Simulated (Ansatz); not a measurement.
System: sum formula H$_{6}$BSiO$_{3}$ (charge +1, singlet). It need not be the lowest isomer of its formula. 
Coordinates optimised at B3LYP-D3(BJ)/def2-TZVP (Ansatz, an electronic-structure program):
```
O
H 1 0.9714
B 1 1.4613 2 114.07
O 3 1.3314 1 112.25 2 0.00
H 4 0.9635 3 120.93 1 -180.00
O 3 1.3344 4 137.05 5 0.00
H 6 0.9632 3 120.77 4 0.00
Si 1 1.8127 2 119.01 3 180.00
H 8 1.4636 1 103.72 2 -119.22
H 8 1.4636 9 115.96 1 112.99
H 8 1.4670 9 115.45 10 139.56
```
Charge +1, spin multiplicity 1.

Basis-set convergence of Hartree-Fock and MP2 correlation energies (hartree) with Ansatz. Valence correlation only, unless marked. Spin-orbit coupling is left out. No relativistic terms.

| basis | functions | E(HF) | E(corr, MP2) |
|---|---|---|---|
| cc-pV(D+d)Z | 109 | -541.66261 | -0.73358 |
| cc-pV(T+d)Z | 243 | -541.76483 | -0.92871 |
| cc-pV(Q+d)Z | 464 | -541.78867 | -1.00033 |

Extrapolating the two largest sets (X = 3 and 4) as X^-3: E(corr) = (64·(-1.00033) - 27·(-0.92871))/37 = -1.0526 Eh, an estimate of the basis-set limit. The largest set recovers 95.0 % of it, the smallest 69.7 %.
